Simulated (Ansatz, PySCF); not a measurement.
The pair A = HCl (SMILES Cl) (first 2 atoms), B = H2Se (SMILES [SeH2]); geometry from B3LYP-D3(BJ)/def2-TZVP.
(charge 0, multiplicity 1):
```xyz
5

Cl     0.274    -0.689    -0.393
H      0.138    -0.227     0.814
Se    -0.033     0.552     3.197
H      1.403     0.296     3.389
H     -0.369    -0.813     3.631
```

Rows in 6-31G* carry no dispersion term and start afresh at each structure (6-31G* with six Cartesian d functions); the Pople sets are all-electron and without relativity.

Run with Ansatz (Gaussian orbitals); PySCF for 6-31G* rows. 

Total energies (hartree), monomers frozen at their geometry in the pair:

```json
[
 {"structure": "AB", "HF/def2-TZVPPD": "-2861.1048785", "PBE/def2-TZVPPD": "-2863.0205554", "B3LYP/6-31G*": "-2863.2904958"},
 {"structure": "A in the pair's basis", "HF/def2-TZVPPD": "-460.0993470", "PBE/def2-TZVPPD": "-460.6291822", "B3LYP/6-31G*": "-460.7959458"},
 {"structure": "B in the pair's basis", "HF/def2-TZVPPD": "-2401.0049133", "PBE/def2-TZVPPD": "-2402.3849380", "B3LYP/6-31G*": "-2402.4897222"},
 {"structure": "A", "HF/def2-TZVPPD": "-460.0992948", "PBE/def2-TZVPPD": "-460.6290684", "B3LYP/6-31G*": "-460.7956378"},
 {"structure": "B", "HF/def2-TZVPPD": "-2401.0047705", "PBE/def2-TZVPPD": "-2402.3848151", "B3LYP/6-31G*": "-2402.4895103"}
]
```

Task: Work out the interaction energy without and with the counterpoise correction, and the superposition error, for each level.

Result: 
E(AB) − E(A) − E(B), times 627.509 kcal/mol, with the monomers in their own basis and then in the pair's basis:
- HF/def2-TZVPPD: -0.51 uncorrected, -0.39 corrected; the monomers gain 0.12 kcal/mol from borrowed functions
- PBE/def2-TZVPPD: -4.19 uncorrected, -4.04 corrected; the monomers gain 0.15 kcal/mol from borrowed functions
- B3LYP/6-31G*: -3.36 uncorrected, -3.03 corrected; the monomers gain 0.33 kcal/mol from borrowed functions

Ansatz is a first-principles code.
